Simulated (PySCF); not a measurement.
# Spinor energies of Lu³⁷⁺ (lutetium, charge +37)

Start: [Ar] 3d10 4s2 4p4; 4p1/2 filled at m_j = -1/2, +1/2; 4p3/2 filled at m_j = +1/2, +3/2. Calculated with PySCF 2.14 in an uncontracted even-tempered set (17 s from 4.1 bohr⁻², ratio 2.8; 13 p from 5.4 bohr⁻², ratio 2.8; 8 d from 9.5 bohr⁻², ratio 2.8; 4 f from 25 bohr⁻², ratio 3): generalised Hartree-Fock with the X2C-1e Hamiltonian and a Gaussian nucleus; one run each with spin-orbit coupling (SO) switched off, then screened by Boettger's factors.

```csv
spinor shell,electrons,"ε, spin-free (eV)","ε, screened SO (eV)",weight of nominal j (screened SO),"rms radius, screened SO (bohr)"
1s1/2,2,-65277.9,-65258.7,1.000,0.0219
2s1/2,2,-12587.0,-12579.8,1.000,0.0884
2p1/2,2,-11269.6,-12065.0,1.000,0.0753
2p3/2,4,-11269.6,-10938.6,1.000,0.0824
3s1/2,2,-4098.0,-4094.6,1.000,0.224
3p1/2,2,-3692.3,-3870.2,1.000,0.215
3d3/2,4,-3214.5,-3245.2,1.000,0.202
3d5/2,6,-3214.5,-3189.8,1.000,0.205
4s1/2,2,-1858.6,-1857.4,1.000,0.474
4p1/2,2,-1714.6,-1766.0,0.998,0.469
4p3/2,2,-1714.6,-1691.4,0.999,0.491
```

Task: Where does 3p3/2 lie, and what is the 3p spin-orbit splitting (screened SO)?

Result: At -3615.2 eV, 255.02 eV above 3p1/2.

| quantity | spin-free | screened SO |
| --- | --- | --- |
| E (hartree) | -13734.18903 | -13750.35302 |
| M_J | 2 | 2 |
| ⟨J²⟩ | 6.001 | 6.004 |
| ⟨L²⟩ | 2.001 | 3.247 |
| ⟨S²⟩ | 2.000 | 1.455 |

Each row is a mean over spinors that exchange with the open shell spreads, by up to 16.605 eV (4s1/2).

Breit and QED terms are absent; they matter most for the inner s and p1/2 levels.

Densities and radii are taken from the X2C orbitals without a picture-change correction, which distorts them close to the nucleus.

Without spin-orbit coupling the j labels of p, d and f shells carry no meaning; the spin-free column gives the mean over the occupied spinors of each nl shell.
